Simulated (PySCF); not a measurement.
Steps of a relaxation of Er(BH4)3(H2O)

Er(BH4)3(H2O) (singlet in the valence; each metal's 4f electrons, 11 of them, lie in its core potential, out of spins and levels; a saddle point, relaxed within its symmetry). PySCF 2.14.0, RKS PBE0, Er lcecp-1-SVP with ECP57, B def2-SVP, H def2-SVP, O def2-SVP; non-relativistic Hamiltonian with scalar-relativistic core potentials where named; density fitting; no spin-orbit coupling. Origin of the start: template. Columns: position (Å) and force (eV/Å). Energies are counted from the last step; some of the 21 steps are shown. Forces carry noise of the integration grid, about 0.01 to 0.03 eV/Å.

Run from Python with OMP_NUM_THREADS=4. Where DIIS fails, smearing, a level shift and second-order steps follow.
It took 2.2 min on 4 threads of Arm Neoverse V1, with other jobs on the host, from the converged density of the start.

```xyz
19
step 0  E = 0.377 eV
Er    0.0206   -0.0206    0.0206     0.78   -0.78    0.58
B     1.4287    1.3875    1.4287     0.07    0.28    0.19
H     2.1215    2.0803    2.1215     0.12    0.13    0.12
H     1.6698    0.1849    1.6698    -0.31   -0.01   -0.33
H     1.6698    1.6286    0.2261    -0.24   -0.19   -0.15
H     0.2261    1.6286    1.6698    -0.11   -0.17   -0.23
B    -1.3875   -1.4287    1.4287    -0.28   -0.07    0.19
H    -2.0803   -2.1215    2.1215    -0.13   -0.12    0.12
H    -1.6286   -0.2261    1.6698     0.17    0.11   -0.23
H    -1.6286   -1.6698    0.2261     0.19    0.24   -0.15
H    -0.1849   -1.6698    1.6698     0.01    0.31   -0.33
B     1.4287   -1.4287   -1.3875     0.21   -0.21   -0.01
H     2.1215   -2.1215   -2.0803     0.12   -0.12   -0.14
H     0.7073   -2.1510   -0.6661    -0.08    0.37    0.00
H     0.7073   -0.7073   -2.1098    -0.23    0.23    0.20
H     2.1510   -0.7073   -0.6661    -0.37    0.08    0.00
O    -1.3780    1.3780   -1.3780    -0.15    0.15   -0.05
H    -1.1742    2.2631   -1.7187     0.08   -0.15    0.12
H    -2.2631    1.1742   -1.7187     0.15   -0.08    0.12
```

```xyz
19
step 7  E = 0.021 eV
Er    0.2239   -0.2239    0.1559    -0.14    0.14    0.00
B     1.3779    1.5269    1.3678     0.13    0.03    0.13
H     2.0159    2.3315    2.0008    -0.02    0.02   -0.02
H     1.6987    0.3448    1.6754     0.03    0.08    0.01
H     1.5765    1.6080    0.1340    -0.02   -0.02   -0.03
H     0.1497    1.6064    1.5560     0.00   -0.01   -0.02
B    -1.5269   -1.3779    1.3678    -0.03   -0.13    0.13
H    -2.3315   -2.0159    2.0008    -0.02    0.02   -0.02
H    -1.6064   -0.1497    1.5560     0.01    0.00   -0.02
H    -1.6080   -1.5765    0.1340     0.02    0.02   -0.03
H    -0.3448   -1.6987    1.6754    -0.08   -0.03    0.01
B     1.4702   -1.4702   -1.4866     0.13   -0.13   -0.02
H     2.0949   -2.0949   -2.3056     0.02   -0.02   -0.02
H     0.7874   -2.2023   -0.7352     0.03    0.00   -0.04
H     0.6649   -0.6649   -2.0044    -0.03    0.03   -0.02
H     2.2023   -0.7874   -0.7352     0.00   -0.03   -0.04
O    -1.2071    1.2071   -1.0776    -0.12    0.12   -0.11
H    -1.0047    2.1052   -1.3758     0.00   -0.10    0.07
H    -2.1052    1.0047   -1.3758     0.10    0.00    0.07
```

```xyz
19
step 13  E = 0.003 eV
Er    0.2435   -0.2435    0.1720     0.06   -0.06    0.00
B     1.3929    1.5675    1.3302    -0.04   -0.04   -0.03
H     1.9902    2.4418    1.9055     0.01    0.00    0.02
H     1.7726    0.4135    1.6644     0.00    0.03   -0.01
H     1.5461    1.6102    0.0861     0.01    0.01   -0.02
H     0.1627    1.5912    1.5384     0.00    0.02    0.02
B    -1.5675   -1.3929    1.3302     0.04    0.04   -0.03
H    -2.4418   -1.9902    1.9055     0.00   -0.01    0.02
H    -1.5912   -0.1627    1.5384    -0.02    0.00    0.02
H    -1.6102   -1.5461    0.0861    -0.01   -0.01   -0.02
H    -0.4135   -1.7726    1.6644    -0.03    0.00   -0.01
B     1.5056   -1.5056   -1.4785    -0.01    0.01    0.08
H     2.1246   -2.1246   -2.3073     0.01   -0.01    0.00
H     0.8221   -2.2383   -0.7278     0.01    0.01   -0.01
H     0.6946   -0.6946   -1.9859    -0.02    0.02   -0.01
H     2.2383   -0.8221   -0.7278    -0.01   -0.01   -0.01
O    -1.1884    1.1884   -1.0505    -0.03    0.03   -0.01
H    -1.0257    2.1273   -1.2079     0.00    0.00    0.01
H    -2.1273    1.0257   -1.2079     0.00    0.00    0.01
```

Task: Where does the relaxation end?

Result: It converges at step 20 in Cs:
```xyz
19
step 20  E = 0
Er    0.2469   -0.2469    0.1691
B     1.3979    1.5820    1.2973
H     2.0047    2.4547    1.8664
H     1.8004    0.4336    1.6175
H     1.5231    1.6331    0.0501
H     0.1741    1.5949    1.5403
B    -1.5820   -1.3979    1.2973
H    -2.4547   -2.0047    1.8664
H    -1.5949   -0.1741    1.5403
H    -1.6331   -1.5231    0.0501
H    -0.4336   -1.8004    1.6175
B     1.5234   -1.5234   -1.4495
H     2.1511   -2.1511   -2.2652
H     0.8328   -2.2480   -0.6999
H     0.7163   -0.7163   -1.9745
H     2.2480   -0.8328   -0.6999
O    -1.1994    1.1994   -1.0301
H    -1.0459    2.1474   -1.1328
H    -2.1474    1.0459   -1.1328
```

Task: How did the contacts change?

Result: 
| contact | start (Å) | end (Å) |
| --- | --- | --- |
| Er1–H4 (BH4) | 2.341 | 2.230 |
| Er1–H9 (BH4) | 2.341 | 2.297 |
| Er1–H14 (BH4) | 2.341 | 2.259 |
| Er1–O17 (H2O) | 2.422 | 2.371 |
| Er1–H11 (BH4) | 2.341 | 2.230 |
| Er1–H15 (BH4) | 2.341 | 2.244 |


An lcecp potential fixes the number of 4f electrons, so in runs with it no electron can move into or out of that shell.
